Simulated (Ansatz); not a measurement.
`BBC=C` + HBr → `BBBr` + ethylene at 700 K and 1 bar (ligand exchange at a B–C bond).

Calculated with Ansatz (gas phase, PBE0-D4/def2-TZVP geometries, no zero-point term in ΔE). CCSD(T)/CBS is the MP2 limit (def2-TZVPP, def2-QZVPP) plus CCSD(T) − MP2 in def2-TZVPP, frozen cores. This one scheme is used for every species. For Br outer-core shells are correlated without core-valence functions, which leaves a few kJ/mol of doubt a bond. Scalar relativity is left out up to krypton. Each species was taken in one conformer, which may not be the lowest.

```json
{"species": "`BBC=C`", "CCSD(T)/CBS energy (Eh)": "-129.22973", "H − E (kJ/mol)": "262.4", "S (J/(mol·K))": "406.2"}
{"species": "HBr", "CCSD(T)/CBS energy (Eh)": "-2573.91920", "H − E (kJ/mol)": "36.5", "S (J/(mol·K))": "223.7"}
{"species": "`BBBr`", "CCSD(T)/CBS energy (Eh)": "-2624.69394", "H − E (kJ/mol)": "133.9", "S (J/(mol·K))": "363.3"}
{"species": "`C=C`", "CCSD(T)/CBS energy (Eh)": "-78.48111", "H − E (kJ/mol)": "168.9", "S (J/(mol·K))": "268.4"}
```

H − E and S are ideal-gas, rigid-rotor, harmonic terms from PBE0-D4/def2-TZVP, for one conformer and one mirror image of each species. 1 Eh = 2625.50 kJ/mol, R = 8.31446 J/(mol·K).

Question: By hand: ΔE, ΔH, ΔS and ΔG.

Answer: ΔE = (-2624.69394) + (-78.48111) − (-129.22973) − (-2573.91920) = -0.02612 Eh = -68.6 kJ/mol. Δ(H − E) = 133.9 + 168.9 − 262.4 − 36.5 = 3.9, so ΔH = -64.7 kJ/mol. ΔS = 363.3 + 268.4 − 406.2 − 223.7 = 1.8 J/(mol·K). ΔG = -64.7 − 700 × (1.8)/1000 = -66.0 kJ/mol.

Question: By hand: the equilibrium constant, and the temperature at which ΔG would vanish if ΔH and ΔS stayed fixed.

Answer: log₁₀ K = −ΔG/(RT ln 10) = 4.9. ΔH and −TΔS have one sign here, so there is no such temperature.

The number of gas molecules stays the same, so ΔS is small and ΔH decides. A doubt of 5 kJ/mol in ΔE shifts log₁₀ K by 0.4 here. Other conformers and mirror images would add mixing entropy, several J/(mol·K) or more a flexible species. These are equilibria of isolated gas molecules and say nothing of rates. Largest T1 diagnostic: 0.012 (customary marks: 0.02 for closed shells, 0.045 for open ones).

ΔS is within the doubt of such terms, so its sign, and with it that verdict, could turn.
